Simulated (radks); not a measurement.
Values are calculated unless marked as measured or tabulated.
These are the eigenvalues of the occupied orbitals of an atom or ion with whole-number occupations (hartree). Code: a radial shooting solver on a logarithmic mesh with Libxc functionals. Model: Dirac Kohn-Sham, BLYP, spin-unpolarised, spherical densities, point nucleus.

orbital  eigenvalue
1s1/2     -3142.275
2s1/2     -559.2115
2p1/2     -536.7323
2p3/2     -460.7863
3s1/2     -133.6539
3p1/2     -123.5353
3p3/2     -106.6516
3d3/2     -89.98747
3d5/2     -86.38254
4s1/2     -30.02334
4p1/2     -25.66771
4p3/2     -21.56151
4d3/2     -14.46295
4d5/2     -13.69720
5s1/2      -5.06577
4f5/2      -4.53294
4f7/2      -4.36392
5p1/2      -3.60389
5p3/2      -2.85841
5d3/2      -0.87859
5d5/2      -0.79741
6s1/2      -0.59911

Which element is it, and in what charge state? The configuration may be excited. Open shells, if any, fill j = l - 1/2 first.

Answer. Z = 81, thallium, charge +1: Tl+ in [Hg]. The list shows which subshells hold electrons but not how many an open one holds; the 1s level, -3142.3 hartree, gives Z - s = 79.3 by -(Z - s)^2/2, which with screening and relativity narrows Z to a few neighbours, and the depths of the outer levels then fix element, charge and occupations together.
